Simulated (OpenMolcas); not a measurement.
An OpenMolcas run meant for Ho V (ANO-RCC-VQZP, DKH2; inactive shells 1s 2s 2p 3s 3p 3d 4s 4p 4d 5s 5p; intended active space 9 electrons in 7 orbitals (4f)). One step of its input:

```
&CASPT2
Multistate=18 1 2 3 4 5 6 7 8 9 10 11 12 13 14 15 16 17 18
Frozen=14 9
IPEA=3.0
Imaginary=0.1
MaxIter=60
WThr=0.0 0.3 0.05
PrWF=0.5
NoMix
```

The run finished. Its levels beside those of a sound run (SS-CASPT2, IPEA 0.25 Eh, imaginary shift 0.1 Eh (closed shells correlated: 5s 5p)), in cm-1 above each run's lowest level:

```
       Level  This run  Usual run
4f9 6H* 15/2       0.0        0.0
4f9 6H* 13/2      4314       4352
4f9 6H* 11/2      7874       7941
4f9 6F* 11/2     11557      10396
 4f9 6H* 9/2     10733      10816
 4f9 6F* 9/2     12575      11365
 4f9 6H* 7/2     12953      13043
 4f9 6F* 7/2     14872      13676
 4f9 6H* 5/2     14600      14690
 4f9 6F* 5/2     17040      15860
 4f9 6F* 3/2     18730      17562
 4f9 6F* 1/2     19791      18630
```

Problem. Which setting is unsound, and how much does it matter here?

Solution. The IPEA shift is far above its usual 0.25 hartree. Against the sound run the excited levels shown move by 680 cm-1 on average and by 1200 cm-1 at most.

CASPT2 does not keep the components of a term degenerate, so their means are used; among the terms shown or strongly mixed into the levels shown the widest spread is 260 cm-1 (4f9 6H*, this run). High states are left out of the spin-orbit mixing, which shifts the levels that they would mix with. Only configurations of the active space appear.

* marks odd parity.
